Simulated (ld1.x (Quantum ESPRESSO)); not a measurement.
# Before and after: TM potential for niobium (Nb)

```json
{
 "Element": "Nb (Z = 41)",
 "Generator": "ld1.x (Quantum ESPRESSO) 7.5",
 "Type": "norm-conserving Troullier–Martins (Kleinman–Bylander form)",
 "Functional": "PBE",
 "Relativity": "scalar-relativistic",
 "Frozen core": "[Kr]",
 "Valence charge": "5",
 "Reference configuration": "4d4 5s1 5p0",
 "Partial waves": "5s (bound): rc 2.95 bohr; 5p (bound, empty): rc 3.75 bohr; 4d (bound): rc 1.95 bohr",
 "Local potential": "the d channel",
 "Core correction": "a·sin(br)/r model core, default radius (core density twice the valence density)"
}
```

All-electron outer shells of the reference configuration (PBE, scalar-relativistic, ld1.x):

| shell | level (eV) | outermost node (bohr) | outermost maximum (bohr) |
| --- | --- | --- | --- |
| 4s | -58.39 | 0.53 | 1.04 |
| 4p | -34.52 | 0.54 | 1.12 |
| 5s | -3.98 | 1.41 | 3.08 |
| 4d | -3.04 | 0.55 | 1.49 |
| 5p | -1.11 | 1.63 | 4.26 |

Change: core [Ar] 3d10 4s2, valence charge 11; reference 4p6 4d3 5s2 5p0; waves now 4p (bound): rc 1.65 bohr; 4d (bound): rc 1.40 bohr; 5s (bound): rc 2.90 bohr; local potential the s channel; core correction a·sin(br)/r model core inside 1.05 bohr.

Cutoffs: the cutoffs (Ry, on a coarse ladder) from which the occupation-weighted sum of valence levels, in a spherical-Bessel basis at the reference potential, stays within 10 and 1 mRy of its value at 400 Ry; they do not see the model core or the augmentation charge, which bear on the density cutoff. Errors are all-electron minus pseudo energies relative to the spin-unpolarised reference configuration.

What does the change do?

The potential gets harder (35 Ry and 40 Ry → 45 Ry and 80 Ry); the bound ghost in p, s disappears; the number of tests that count goes from 6 to 7. The added semicore shells are compact, so their waves need more plane waves. Several settings change at once here, so the effects cannot be laid on one of them.

```tsv
quantity	base	changed
cutoff, loose	35 Ry	45 Ry
cutoff, tight	40 Ry	80 Ry
bound ghosts	s, p	none
tests counted (converged, no solver errors)	6 of 7	7 of 7
```

Base: Tests not counted: 4d3 5s1 5p1 (solver errors, printed error -2.2 eV). Changed file: These tests converged, but a pseudo level misses the all-electron one widely, so the file describes the atom poorly there or has found another state: 4p6 4d2 5s0 5p0: empty 5p by 2.1 eV. A true bound ghost makes a file unfit for plane-wave use even where its test errors are small: the radial tests pick states by their node count and pass the ghost by. Where a test does run into it, the solver fails or the error is huge.
